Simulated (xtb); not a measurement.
tin monoxide (OSn), singlet, geometry from GFN2-xTB (such geometries of metal compounds can be far from the true shape). Base run: GFN2-xTB (xtb 6.7.1).

Here is a job for xtb.
```
$ xtb mol.xyz --gfn 2 --json

# file mol.xyz
2

Sn    -0.00000000    -0.00000000    -0.24879316
O      0.00000000     0.00000000     1.55495727
```

Variants of this job, named by their change:

```tsv
change	ΔE vs base (kJ/mol)	HOMO-LUMO gap (eV)	dipole (D)	G_solv (kcal/mol)	SCF cycles
base	0.00	4.00	6.55	-	16
etemp = 1000	0.00	4.00	6.55	-	16
acc = 0.0001	0.00	4.00	6.55	-	19
acc = 1000	0.00	4.00	6.55	-	12
etemp = 10000	-59.5	4.37	5.41	-	14
alpb = ether	-20.85	4.05	6.86	-5.28	12
acc = 0.1	0.00	4.00	6.55	-	17
etemp = 5000	-2.84	4.04	6.44	-	19
alpb = acetonitrile	-20.42	4.07	6.93	-5.33	12
```

ALPB and GBSA are two models with their own fitted parameters for each solvent, which aren't always the measured dielectric constant.
